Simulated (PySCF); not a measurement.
Computed IR spectrum (relative IR intensity) of a molecule CH8GeOSi. Geometry optimised at PBE-D3(BJ)/def2-SVP. Other conformers were not sampled. All values below come from PBE-D3(BJ)/def2-SVP run with PySCF. Frequencies are harmonic and unscaled.

Lines under 2 % of the strongest are left out, and lines within 2 cm⁻¹ are merged.

```csv
ν (cm⁻¹),relative intensity
517,2.6
612,4.6
627,5.7
708,10
744,11
821,100
837,7.7
842,8.9
849,10
904,25
945,15
969,68
1216,6.0
2069,12
2077,23
2111,23
2125,39
2130,24
```

Q: Which molecule gave these data?
A) [OH][GeH2][CH2][SiH3]
B) C[SiH2][O][GeH3]
C) [SiH3]O[CH2][GeH3]
D) C[O][GeH2][SiH3]

A: B, C[SiH2][O][GeH3]
